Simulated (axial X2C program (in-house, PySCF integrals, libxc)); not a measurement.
## Nuclear properties of ZrH

Calculated with an axial X2C code built on PySCF integrals: two-component X2C with atomic mean-field Coulomb and Gaunt terms, Gaussian nuclei, basis Zr dyall-cv3z, H dyall-v3z with contracted cores.

R = 1.857 Å (near the PBE0 minimum at charge 0 of the determinant lowest at the starting distance; the state shown can have its own minimum elsewhere).

Determinant lowest in the PBE0 search, Ω = 3/2 (⟨Sz⟩ = -1.50, ⟨Lz⟩ = 3.00 at PBE0), spin on the atoms Zr -1.52, H 0.02:

```
level  Eeff magnitude (GV/cm)  Ws magnitude Zr (kHz)  A∥/gI Zr (MHz)  qzz Zr (a.u.)  A∥/gI H (MHz)  qzz H (a.u.)  μ (D)
 PBE0                    2.13                  0.668            -414          -1.36           4.47          0.07  -2.44
   HF                    2.92                   0.93            -325          -1.85           2.81          0.08  -2.05
B3LYP                    2.26                   0.71            -435          -1.33           2.09          0.07  -2.41
  LDA                    2.01                  0.622            -458          -1.22           3.59          0.06  -2.28
 BP86                    1.97                  0.616            -448          -1.22           3.93          0.06  -2.28
```

Determinant 0.06 eV from it at PBE0 and this distance, Ω = 3/2 (⟨Sz⟩ = 1.50, ⟨Lz⟩ = 0.00 at PBE0), spin on the atoms Zr 1.50, H -0.01:

```csv
level,Eeff magnitude (GV/cm),Ws magnitude Zr (kHz),A∥/gI Zr (MHz),qzz Zr (a.u.),A∥/gI H (MHz),qzz H (a.u.),μ (D)
PBE0,2,0.599,706,0.84,0.0699,0.07,-3.03
HF,2.9,0.867,608,0.15,0.164,0.08,-3.18
B3LYP,2.14,0.641,737,0.91,2.01,0.07,-2.89
LDA,2.05,0.613,773,1.08,0.883,0.06,-2.50
BP86,1.93,0.58,743,1.08,1.16,0.06,-2.69
```

Eeff is the effective electric field on the electron electric dipole moment in this Ω state and Ws the scalar–pseudoscalar constant of the nucleus named (defined with the proton number Z and per Ω); A∥ (defined per Ω) follows by multiplying with gI = μI/(I μN); qzz is the electric field gradient, eQq0 = 234.96 MHz × Q/barn × qzz; μ is positive if the H end (last atom) is positive. The operators were transformed with the bare-nucleus X2C matrices; with these basis sets, hyperfine constants and field gradients can be off by tens of per cent, and where levels differ in sign neither size nor sign is settled.

Problem. With gI(91Zr) = -0.5214, Q(91Zr) = -0.176 barn (g factors from the IAEA table of nuclear moments by Stone; Q from Pyykkö, Mol. Phys. 2018), turn the PBE0 values of the first state into constants in MHz.

Solution. A∥(91Zr) = -414 × -0.5214 = 216 MHz; eQq0(91Zr) = 234.96 × (-0.176) × (-1.36) = 56.2 MHz.

Each state is one determinant with collinear spin, which with several unpaired electrons need not be a pure state. Unrestricted Hartree–Fock can overshoot spin polarisation at the nuclei. With several open shells hyperfine constants can be off by a factor of several. At BP86 a later determinant lies lower. States lie within half an eV, so the first need not be the ground state. Further determinants of the search, some of them spin-mixed, are not shown. Where a field gradient or hyperfine factor spreads by more than a factor of two over the levels, a constant derived from it is not to be relied on. PBE0 term energies can be off by some tenths of an eV.
